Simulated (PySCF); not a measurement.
CH$_{5}$N$_{2}$, charge +1, singlet, at a GFN2-xTB geometry; BLYP/def2-SVP (PySCF).

Here is a job for PySCF.
```python
from pyscf import gto, scf, dft

mol = gto.M(
    atom='''
N     1.14797274    0.20018934    0.03700286
C     0.00000738   -0.40400940    0.15397542
N    -1.14797868    0.12474531   -0.16084144
H     1.21954645    1.14751701   -0.31697552
H     2.01157036   -0.25676282    0.29638706
H     0.00002593   -1.41964718    0.54105366
H    -1.21958691    1.06736807   -0.52715794
H    -2.01155856   -0.38896122   -0.05028975
''',
    basis='def2-svp',
    charge=1,
    verbose=4,
)

mf = dft.RKS(mol)
mf.xc = 'blyp'
mf.kernel()
mf.analyze()
```

It wrote (shortened):

```
PySCF version 2.14.0

[INPUT] verbose = 4
[INPUT] num. atoms = 8
[INPUT] num. electrons = 24
[INPUT] charge = 1
[INPUT] spin (= nelec alpha-beta = 2S) = 0
[INPUT] symmetry False subgroup None
[INPUT] Mole.unit = angstrom
[INPUT] Symbol           X                Y                Z      unit          X                Y                Z       unit  Magmom
[INPUT]  1 N      1.147972740000   0.200189340000   0.037002860000 AA    2.169354077067   0.378303025657   0.069925271226 Bohr   0.0
[INPUT]  2 C      0.000007380000  -0.404009400000   0.153975420000 AA    0.000013946179  -0.763467117750   0.290971373715 Bohr   0.0
[INPUT]  3 N     -1.147978680000   0.124745310000  -0.160841440000 AA   -2.169365302040   0.235734471224  -0.303946271081 Bohr   0.0
[INPUT]  4 H      1.219546450000   1.147517010000  -0.316975520000 AA    2.304608786686   2.168492872180  -0.598996920992 Bohr   0.0
[INPUT]  5 H      2.011570360000  -0.256762820000   0.296387060000 AA    3.801317060693  -0.485211408771   0.560090370265 Bohr   0.0
[INPUT]  6 H      0.000025930000  -1.419647180000   0.541053660000 AA    0.000049000598  -2.682744363711   1.022443236094 Bohr   0.0
[INPUT]  7 H     -1.219586910000   1.067368070000  -0.527157940000 AA   -2.304685245005   2.017033326406  -0.996184130990 Bohr   0.0
[INPUT]  8 H     -2.011558560000  -0.388961220000  -0.050289750000 AA   -3.801294761924  -0.735030178877  -0.095033854373 Bohr   0.0

nuclear repulsion = 80.053964386181
number of shells = 33
number of NR pGTOs = 107
number of NR cGTOs = 67
basis = def2-svp
ecp = {}

******** <class 'pyscf.dft.rks.RKS'> ********
method = RKS
initial guess = minao
damping factor = 0
level_shift factor = 0
DIIS = <class 'pyscf.scf.diis.CDIIS'>
diis_start_cycle = 1
diis_space = 8
diis_damp = 0
SCF conv_tol = 1e-09
SCF conv_tol_grad = None
SCF max_cycles = 50
direct_scf = True
direct_scf_tol = 1e-13
XC library pyscf.dft.libxc version 7.1.2
    S. Lehtola, C. Steigemann, M. J. T. Oliveira, and M. A. L. Marques,  SoftwareX 7, 1–5 (2018)
XC functionals = blyp
    A. D. Becke,  Phys. Rev. A 38, 3098 (1988)
    C. Lee, W. Yang, and R. G. Parr,  Phys. Rev. B 37, 785 (1988)
    B. Miehlich, A. Savin, H. Stoll, and H. Preuss,  Chem. Phys. Lett. 157, 200 (1989)
radial grids:
    Treutler-Ahlrichs [JCP 102, 346 (1995); DOI:10.1063/1.469408] (M4) radial grids

becke partition: Becke, JCP 88, 2547 (1988); DOI:10.1063/1.454033
pruning grids: <function nwchem_prune>
grids dens level: 3
symmetrized grids: False
atomic radii adjust function: <function treutler_atomic_radii_adjust>
small_rho_cutoff = 0
Set gradient conv threshold to 3.16228e-05
Initial guess from minao.
tot grids = 90968
init E= -150.781421309224
  HOMO = -0.292349203237806  LUMO = -0.0633336147032053  gap/eV = 6.23183
cycle= 1 E= -150.198767949704  delta_E= 0.583  |g|= 0.322  |ddm|= 2.78
  HOMO = -0.419448538975926  LUMO = -0.236568623670644  gap/eV = 4.97642
cycle= 2 E= -150.158664946949  delta_E= 0.0401  |g|= 0.538  |ddm|= 0.533
  HOMO = -0.470476620142484  LUMO = -0.251864832836711  gap/eV = 5.94873
cycle= 3 E= -150.218704561322  delta_E= -0.06  |g|= 0.0498  |ddm|= 0.362
  HOMO = -0.472171708432766  LUMO = -0.258787930148787  gap/eV = 5.80647
cycle= 4 E= -150.219293114336  delta_E= -0.000589  |g|= 0.0157  |ddm|= 0.0533
  HOMO = -0.469814674435293  LUMO = -0.255912793534661  gap/eV = 5.82057
cycle= 5 E= -150.219353938407  delta_E= -6.08e-05  |g|= 0.00253  |ddm|= 0.0139
  HOMO = -0.46997199970018  LUMO = -0.256016063473722  gap/eV = 5.82204
cycle= 6 E= -150.219355583122  delta_E= -1.64e-06  |g|= 0.000213  |ddm|= 0.00257
  HOMO = -0.46998624990974  LUMO = -0.256018315839954  gap/eV = 5.82236
cycle= 7 E= -150.219355593623  delta_E= -1.05e-08  |g|= 2.32e-05  |ddm|= 0.000194
  HOMO = -0.469988188879915  LUMO = -0.256021623729868  gap/eV = 5.82233
cycle= 8 E= -150.219355593761  delta_E= -1.38e-10  |g|= 1.09e-05  |ddm|= 3.19e-05
  HOMO = -0.469988570509552  LUMO = -0.256021391294233  gap/eV = 5.82234
Extra cycle  E= -150.219355593589  delta_E= 1.72e-10  |g|= 2.91e-05  |ddm|= 3.15e-05
converged SCF energy = -150.219355593589
**** SCF Summaries ****
Total Energy =                        -150.219355593588773
Nuclear Repulsion Energy =              80.053964386180994
One-electron Energy =                 -354.269676832555263
Two-electron Energy =                  123.996356852785510
Two-electron Coulomb Energy =          144.788391837453304
DFT Exchange-Correlation Energy =      -20.792034984667797
HOMO-LUMO gap [eV] =                     5.822343509238561
**** MO energy ****
MO #1   energy= -14.2920115344135  occ= 2
MO #2   energy= -14.2919974966479  occ= 2
MO #3   energy= -10.2567245394827  occ= 2
MO #4   energy= -1.12289794351049  occ= 2
MO #5   energy= -1.03919651312863  occ= 2
MO #6   energy= -0.822140611673784 occ= 2
MO #7   energy= -0.759033839372339 occ= 2
MO #8   energy= -0.734815955001141 occ= 2
MO #9   energy= -0.672987768252647 occ= 2
MO #10  energy= -0.612296660224784 occ= 2
MO #11  energy= -0.591668780933927 occ= 2
MO #12  energy= -0.469988570509552 occ= 2
MO #13  energy= -0.256021391294233 occ= 0
MO #14  energy= -0.177604446545934 occ= 0
MO #15  energy= -0.159416744701308 occ= 0
MO #16  energy= -0.145121593682194 occ= 0
MO #17  energy= -0.0933895394409614 occ= 0
MO #18  energy= -0.0730736480819867 occ= 0
MO #19  energy= 0.0331324419263237 occ= 0
MO #20  energy= 0.0463990757932877 occ= 0
 ** Mulliken pop on meta-lowdin orthogonal AOs  **
 ** Mulliken pop  **
 ** Mulliken atomic charges  **
charge of    0N =     -0.23882
charge of    1C =      0.21343
charge of    2N =     -0.23879
charge of    3H =      0.26494
charge of    4H =      0.28299
charge of    5H =      0.16833
charge of    6H =      0.26493
charge of    7H =      0.28299

WARN: System has nonzero charge 1; the dipole moment is origin-dependent.
Location of origin: [0. 0. 0.]

Dipole moment(X, Y, Z, Debye): -0.00014,  0.32553, -0.12406
```
